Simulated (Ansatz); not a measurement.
C₃H₁₁NSi (`CC(C)N[SiH3]`) at its PBE0-D4/def2-TZVP geometry, where that method's forces vanish. Charge 0, multiplicity 1.

```xyz
16

C     1.1874   -0.5609   -0.6680
C     0.1613   -0.5009    0.4489
C    -0.6119   -1.8036    0.5506
N    -0.7622    0.6016    0.2244
Si   -0.3343    2.1858   -0.2903
H     1.7743    0.3605   -0.7296
H     1.8871   -1.3817   -0.4981
H     0.6950   -0.7146   -1.6317
H     0.7080   -0.3574    1.3957
H     0.0594   -2.6405    0.7567
H    -1.1430   -2.0028   -0.3838
H    -1.3483   -1.7610    1.3584
H    -1.5834    0.5435    0.8071
H     0.0811    2.2175   -1.7181
H     0.7840    2.7989    0.4904
H    -1.5544    3.0156   -0.1127
```

Q: What forces (eV/Å) does PBE-D4/def2-TZVPP give on these atoms in the Gaussian-basis code of Ansatz? (Best estimate.)

A: The calculation gave: 
```
C1   0.046  0.001 -0.020
C2   0.062 -0.071  0.014
C3  -0.018 -0.040  0.020
N4  -0.059 -0.018 -0.137
Si5  0.056  0.179 -0.054
H6   0.118  0.176 -0.022
H7   0.141 -0.158  0.027
H8  -0.091 -0.031 -0.195
H9   0.129  0.022  0.208
H10  0.125 -0.171  0.043
H11 -0.108 -0.046 -0.183
H12 -0.150 -0.001  0.158
H13 -0.296 -0.016  0.197
H14  0.044  0.012 -0.152
H15  0.124  0.083  0.079
H16 -0.125  0.080  0.017
```
